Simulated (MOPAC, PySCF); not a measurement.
CH$_{5}$GaO$_{2}$, SMILES `[CH3][Ga]([OH])[OH]` (O–Ga–O–H torsion 180°, O–Ga–O–H torsion 0°), neutral singlet in the gas phase. 

Z-matrix (Å, degrees):
```
Ga
O 1 1.7891
H 2 0.9603 1 114.43
O 1 1.7979 2 111.31 3 0.21
H 4 0.9586 1 117.51 2 179.98
C 1 1.9639 2 121.87 3 -179.56
H 6 1.0882 1 110.02 2 -15.56
H 6 1.0891 7 109.12 1 121.99
H 6 1.0900 7 108.47 8 117.47
```
Charge 0, spin multiplicity 1.

All levels are single points at this geometry (M06-2X/def2-TZVP); Pople sets use spherical d functions. Orbital energies aren't observables, and empty levels follow the basis.

| level | HOMO (eV) | LUMO (eV) | gap (eV) | dipole (D) | vertical IE, Delta-SCF (eV) |
|---|---|---|---|---|---|
| M06-2X/def2-TZVP in PySCF | -9.91 | 0.48 | 10.38 | 2.30 | 11.08 |
| B3LYP/6-31G* in PySCF | -7.76 | -0.41 | 7.35 | 2.29 | 10.36 |
| B3LYP/LANL2DZ in PySCF | -7.94 | -0.20 | 7.74 | 2.84 | – |
| HF/6-31G* in PySCF | -11.81 | 2.66 | 14.46 | 2.57 | – |
| AM1 in MOPAC | -10.84 | -1.76 | 9.08 | 2.19 | – |
| PM6 in MOPAC | -11.61 | -0.28 | 11.33 | 2.81 | – |
